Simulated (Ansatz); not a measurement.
Input file for Ansatz (a quantum-chemistry and plane-wave program): U-r2SCAN/cc-pV(T+d)Z on H2OSi (SMILES O=[SiH2]), a point of a bond scan (R = 2.659 Å). Files ending in .json are basis or fitting sets from the Basis Set Exchange.

Ansatz 0.2 input:
```yaml
crystal:
  periodic: [false, false, false]
  atoms:
    - {symbol: O, position_ang: [2.05438671, -0.83361936, -0.14214721]}
    - {symbol: Si, position_ang: [-0.40448259, 0.16412904, 0.02798698]}
    - {symbol: H, position_ang: [-1.61806760, -0.53589800, -0.45149398]}
    - {symbol: H, position_ang: [-0.72386075, 1.48619463, 0.61353677]}
basis:
  gaussian:
    orbitals: cc-pV_T+d_Z.json
hamiltonian:
  xc: {name: r2SCAN}
magnetization: {spin_polarized: true, initial_magnetization: 0}
```

The head of its log:

```
WARN ansatz: RAYON_NUM_THREADS=2 ignored (pool sized by the plan → 2); use --threads N
Functional definition: r2SCAN
integrals: 0.02 GiB planned
585 factors; their error is unknown
mean field: 0.27 GiB planned
mean field evaluation 1: about -9928.2667 eV, gradient 6.1e1 eV
mean field evaluation 2: about -9527.0571 eV, gradient 1.2e2 eV
```

Question: Give the final energy of this run.

Answer: -365.6605 hartree. Its determinant has ⟨S²⟩ = 1.36, a mixture of spin states.
